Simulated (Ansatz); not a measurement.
Two isomers of C4H3F3: A = `FC1=C(F)C(F)C1`, B = `FCC#CC(F)F`.

Isolated molecules relaxed with PBE0-D4/def2-TZVP in Ansatz; ΔE leaves out vibrations. CCSD(T)/CBS adds triple-zeta CCSD(T) − MP2 to the extrapolated MP2 energy (def2 sets, frozen cores). DFT in def2-TZVPP. B3LYP here is the variant with VWN-RPA as its local correlation; programs differ in this.

Task: Which is lower in electronic energy at CCSD(T)/CBS, and by how much? (An estimate is asked.)

Result: The calculation gave: A, by 6.1 kcal/mol.

Task: Give E(B) − E(A) in kcal/mol with CCSD(T)/def2-TZVPP, B3LYP-D4, LDA (SPW92), B3LYP, B2PLYP, HF/def2-TZVPP, r2SCAN-D4. (Best estimate.)

Result: Computed: CCSD(T)/def2-TZVPP 5.5, B3LYP-D4 5.1, LDA (SPW92) 17.7, B3LYP 3.8, B2PLYP 3.3, HF/def2-TZVPP 0.1, r2SCAN-D4 9.2. None reverses the order clearly.

Task: Does the order hold for the free energy at 298.15 K (harmonic terms from PBE0-D4)? (Best estimate.)

Result: Ansatz gave: Yes: G(B) − G(A) = +3.2 kcal/mol. Modes under 60 cm⁻¹, often nearly free rotors, make the harmonic entropy too high.

Largest T1 diagnostic: 0.012.

The D4 term adds +1.3 kcal/mol with B3LYP and +0.6 kcal/mol with PBE0; it sums over pairs of atoms, weighted by their polarisabilities, and B3LYP, whose exchange is more repulsive, gets the larger term. From PBE to PBE0 (25 % exact exchange), in def2-TZVPP and without D4, E(B) − E(A) moves by +1.0 kcal/mol.
